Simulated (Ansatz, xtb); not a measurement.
**Two structures of BH4N3**

We compare I, a singlet given by its coordinates, with II, `[H]/N=N\BN`, a singlet. Both are isolated molecules in the gas phase, relaxed with BLYP-D3(BJ)/def2-SVP; the shapes shown needn't be the lowest conformers.

I (Å):

```xyz
8

B     0.1859   -0.9517    0.8852
N     0.4137    0.2353    0.1895
N    -0.8033   -1.8570    1.4021
N     0.7862   -2.0720    1.5559
H    -0.3351    0.8773   -0.0709
H     1.3435    0.5361   -0.1031
H    -1.1326   -1.6336    2.3540
H     1.0046   -2.8721    0.9423
```

Close contacts (Å): B1–N2 1.39, B1–N3 1.44, B1–N4 1.44, N3–N4 1.61, N2–H5 1.02, N2–H6 1.02, N3–H7 1.03, N4–H8 1.03.

II (Å):

```
atom    x (Å)    y (Å)    z (Å)
   B  -0.2905  -0.8424   0.6943
   N  -1.2128   0.8075  -1.0084
   N  -0.6581   0.3611   0.0099
   N  -1.1480  -1.4689   1.6259
   H  -1.5680   0.0081  -1.6256
   H   0.8504  -1.2257   0.5345
   H  -2.0962  -1.1483   1.8270
   H  -0.8171  -2.1934   2.2620
```

Energies in hartree; the thermal terms are from BLYP-D3(BJ)/def2-SVP harmonic frequencies (ideal gas, rigid rotor, one conformer each, 400 K, 1 atm) and include the zero-point energy:

|  | I | II |
| --- | --- | --- |
| E, CCSD(T)/def2-TZVP | −191.199488 | −191.182337 |
| zero-point energy | 0.058921 | 0.056152 |
| H(400 K) − E | 0.067791 | 0.065564 |
| G(400 K) − E | 0.022114 | 0.017163 |

Problem. Work out ΔE, ΔE₀, ΔH and ΔG for I → II in kJ/mol (1 Eh = 2625.50 kJ/mol) and the equilibrium ratio [II]/[I].

Solution. 1. ΔE = −191.182337 − (−191.199488) = +0.017151 Eh = +45.03 kJ/mol.
2. ΔE₀ = ΔE + ΔZPE = +0.017151 + (−0.002769) Eh = +37.76 kJ/mol.
3. ΔH = ΔE + (−0.002227) Eh = +39.18 kJ/mol.
4. ΔG = ΔE + (−0.004951) Eh = +32.03 kJ/mol, so ΔS = (ΔH − ΔG)/T = +17.9 J/(mol K).
5. kT = 1.2667 mEh, so K = [II]/[I] = exp(−ΔG/kT) = exp(−9.63) ≈ 6.6 × 10^−5.

Structure I is favoured at this temperature. An error of 4 kJ/mol in ΔG would change K by a factor of 3.3. Mirror images and further conformers aren't counted.

Other levels gave ΔE = +21.5 (BLYP-D3(BJ)/def2-SVP); +32.8 (HF/def2-TZVP); +60.7 (MP2/def2-TZVP) kJ/mol. The correlated steps freeze 4 core orbitals. Programs: Ansatz 0.2.0.
